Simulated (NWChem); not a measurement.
Molecule: C$_{2}$H$_{4}$Br$_{2}$; SMILES CC(Br)Br

Program: NWChem. Medium grid unless said otherwise, to which SCAN and Minnesota functionals are sensitive. Coordinates come from a PBE0/def2-SVP optimisation. Total energies of different functionals are on different scales.

```tsv
level	energy (Ha)	highest occupied level (eV)	orbital gap (eV)	dipole (D)
LDA (Slater exchange, VWN5)/def2-TZVPD	-5219.1363	-6.87	4.69	1.96
PBE/def2-TZVPD	-5226.0810	-6.72	4.73	1.92
BLYP/def2-TZVPD	-5226.9669	-6.56	4.65	1.90
TPSS/def2-TZVPD	-5226.7941	-6.83	4.95	1.97
r2SCAN/def2-TZVPD	-5226.8833	___	___	2.03
B3LYP/def2-TZVPD	-5227.0212	-7.72	6.42	1.96
PBE0/def2-TZVPD	-5226.2707	-7.98	6.94	1.99
M06-2X/def2-TZVPD	-5226.9974	-9.18	8.91	2.00
CAM-B3LYP/def2-TZVPD	-5227.1649	-9.30	9.28	1.98
Hartree-Fock/def2-TZVPD	-5222.9222	-10.85	12.30	2.16
```

Task: Fill in the missing entries.

Result: 
- r2SCAN/def2-TZVPD, highest occupied level (eV): -7.02
- r2SCAN/def2-TZVPD, orbital gap (eV): 5.22
